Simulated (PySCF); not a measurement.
**How methods differ on the ionisation energy of I⁺**

I⁺ [Kr] 4d10 5s2 5p4 (3P) → I²⁺ [Kr] 4d10 5s2 5p3 (4S), as a difference of total energies. Computed with PySCF 2.14 in aug-cc-pVQZ-PP with one added diffuse shell each of s, p, d, f, g type with ECP28MDF (8s8p6d4f3g, 117 functions), with a scalar-relativistic core potential. Correlated levels: valence: 4s2 4p6 4d10 frozen. The calculations carry no spin-orbit coupling.

| method | ionisation energy (eV) |
| --- | --- |
| UHF | 17.663 |
| LDA | 19.024 |
| PBE | 18.709 |
| PBE0 | 18.726 |
| r2SCAN | 18.747 |
| wB97X-V | 18.889 |
| B3LYP | 18.900 |
| MP2 (valence) | 18.404 |

Task: Estimate what SCS-MP2 (valence) gives.

Result: 18.490 eV, closest to MP2 (valence) among the rows shown.

Task: Estimate what revPBE gives.

Result: 18.618 eV, closest to PBE among the rows shown.

Errors of the correlated levels include the incompleteness of this basis and the frozen core.

For comparison: 18.750 eV (measured; NIST levels, between the centres of gravity of the two terms).
